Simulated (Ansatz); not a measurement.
The cluster Be3O3⁺ (the lowest doublet isomer of a short search). Charge 1, multiplicity 2. Geometry PBE0-D4/def2-SVP, basis def2-TZVP, Ansatz.

Cartesian coordinates in Å:
```
Be -0.435 -1.022 -0.787
Be 1.561 0.436 0.139
Be -1.021 0.615 0.658
O 0.429 1.085 0.839
O -1.591 -0.445 -0.141
O 1.057 -0.669 -0.708
```

```json
{"run": "A", "HOMO (eV)": "-16.21", "LUMO (eV)": "-9.26"}
{"run": "B", "HOMO (eV)": "-12.50", "LUMO (eV)": "-12.46"}
{"run": "C", "HOMO (eV)": "-13.90", "LUMO (eV)": "-11.28"}
{"run": "D", "HOMO (eV)": "-16.20", "LUMO (eV)": "-9.35"}
{"run": "E", "HOMO (eV)": "-12.66", "LUMO (eV)": "-12.16"}
{"run": "F", "HOMO (eV)": "-13.50", "LUMO (eV)": "-11.66"}
```

HSE06 is defined as in plane-wave codes, on full-range PBE exchange. HOMO above LUMO, or a gap near zero within one spin, warns that the state may not be the lowest or that an electron is smeared out. The structure comes from a short search, and lower isomers may exist.

HOMO and LUMO are taken over both spins.

**Question.** The runs used HSE06, PBE, PBE0, r2SCAN, ωB97M-V, ωB97X-V. Estimate which is which.

**Answer.** A ωB97X-V (range-separated); B PBE (0 % exact exchange); C PBE0 (25 % exact exchange); D ωB97M-V (range-separated); E r2SCAN (0 % exact exchange); F HSE06 (range-separated). Exact exchange lowers occupied and raises empty levels; among semilocal functionals meta-GGAs tend to open the gap a little, and such runs are hard to tell apart. The gap grows from 0.04 eV (PBE) to 6.95 eV (ωB97X-V). At PBE-D4/def2-TZVP the gap within one spin of the charge 1 doublet nearly closes, so an electron or hole may be smeared out by delocalisation error.
